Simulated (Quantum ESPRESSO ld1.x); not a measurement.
Ir V, 73 electrons, occupied as [Xe] 4f14 5d5. Calculated with ld1.x of Quantum ESPRESSO 7.5: Dirac Kohn-Sham, BLYP, spin-unpolarised, spherical densities, point nucleus; open shells fill j = l - 1/2 first.

Normalised radial functions P(r) = r R(r) (large component), r in bohr:

r	5s1/2	4f7/2	5d5/2
0.003102	0.1588	0.0000	0.0001
0.00474	0.1915	0.0000	0.0004
0.007301	0.2072	0.0000	0.0013
0.01116	0.1788	0.0002	0.0041
0.01705	0.0748	0.0007	0.0123
0.02605	-0.1117	0.0033	0.0345
0.04012	-0.2977	0.0145	0.0872
0.06131	-0.2553	0.0548	0.1809
0.09369	0.1457	0.1779	0.2797
0.1432	0.4610	0.4695	0.2400
0.2205	-0.0587	0.9523	-0.0858
0.337	-0.6716	1.3508	-0.4231
0.5149	0.0947	1.2897	-0.2066
0.7868	1.1498	0.8106	0.4869
1.212	0.9005	0.3120	0.9060
1.852	0.2386	0.0666	0.6881
2.83	0.0186	0.0060	0.2535
4.324	0.0003	0.0001	0.0347

5s1/2: eigenvalue -143.88 eV, 4 radial nodes at r = 0.0206, 0.0826, 0.214, 0.499 bohr, <r> = 0.973 bohr, 90 % of the charge inside 1.39 bohr. 4f7/2: eigenvalue -107.18 eV, 0 radial nodes, <r> = 0.538 bohr, 90 % of the charge inside 0.873 bohr. 5d5/2: eigenvalue -49.388 eV, 2 radial nodes at r = 0.202, 0.592 bohr, <r> = 1.51 bohr, 90 % of the charge inside 2.26 bohr.
